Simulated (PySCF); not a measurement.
SMILES [SiH3]Cc1ccco1, singlet at its GFN2-xTB optimised geometry (Å):

```
15

Si    -2.3259    -1.7257    -1.7707
C     -1.4950    -1.6526    -0.0485
C     -0.5075    -0.5512     0.0000
C      0.8563    -0.5512     0.0000
C      1.2560     0.8094     0.0000
C      0.1086     1.5345    -0.0060
O     -0.9658     0.7202    -0.0091
H     -3.0254    -0.4670    -2.0193
H     -3.2725    -2.8431    -1.7672
H     -1.2883    -1.9412    -2.7800
H     -0.9902    -2.5897     0.1795
H     -2.2582    -1.4905     0.7139
H      1.4963    -1.4100     0.0072
H      2.2582     1.1864     0.0051
H     -0.0775     2.5897    -0.0043
```

Calculation: PySCF with CAM-B3LYP/def2-TZVP. Cells within 0.4 Å of a nucleus heavier than hydrogen are left out (blank, or x).

Map of the Laplacian of the electron density (e/bohr⁵), clipped to [-1.50, 1.50] on the plane z = 0.0 Å:

```
|777777777777777777777777777|
|777777777777777777777777777|
|777777777777777777777777777|
|777777777777777777777777777|
|777777777777777777777777777|
|777777777777777777777777777|
|777777777777607777777777777|
|777777777777606777777777777|
|777777777777757877777777777|
|7777777777897xx687777777777|
|7777777779644x31x5207777777|
|7777777778xx8986xx577777777|
|7777777779xx998736777777777|
|777777777894788537777777777|
|77777777778xx23xx7777777777|
|77777777776xx33xx6777777777|
|777777777634788721777777777|
|777777776xx7777760777777777|
|777777777x57777777777777777|
|777777777636777777777777777|
|777777777746777777777777777|
|777777777777777777777777777|
|777777777777777777777777777|
|777777777777777777777777777|
|777777777777777777777777777|
|777777777777777777777777777|
|777777777777777777777777777|
```
Scale: ten equal steps from -1.50 (start of '0') to 0.629 (end of '9'), in the order '0123456789'; x runs from -5.00 to 5.00, y from -5.00 (bottom) to 5.00 (top).
